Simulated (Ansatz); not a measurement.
Mulliken charges of CH₅BOS₂, SMILES `COB(S)S` from r2SCAN/def2-TZVPP in Ansatz (PBE0-D4/def2-TZVP geometry).

```
atom   x (Å)   y (Å)   z (Å)  charge (e)
  C1   0.107  -1.601  -0.306       0.001
  O2   0.012  -0.535   0.620      -0.305
  B3  -0.041   0.754   0.224       0.271
  S4  -0.166   2.064   1.472      -0.194
  S5   0.011   1.187  -1.546      -0.204
  H6   0.143  -2.529   0.263       0.072
  H7  -0.763  -1.620  -0.969       0.074
  H8   1.015  -1.515  -0.909       0.074
  H9  -0.166   1.229   2.525       0.104
 H10  -0.067   2.515  -1.371       0.107
```

**Question.** By hand: the dipole of these point charges (1 e Å = 4.8032 D).

**Answer.** Σ q r = (0.020, -0.294, -0.103) e Å, of length 0.312 e Å = 1.50 D.

**Question.** How does the dipole of the full density compare? (Estimate.)

**Answer.** Ansatz gave: (0.016, -0.279, -0.038) e Å, 1.35 D; the point charges give 1.11 times that, at 12° from its direction.

Point charges leave out the atoms' own dipoles, such as those of lone pairs, and Mulliken's split depends on the basis, so the close match here is no proof of good charges.
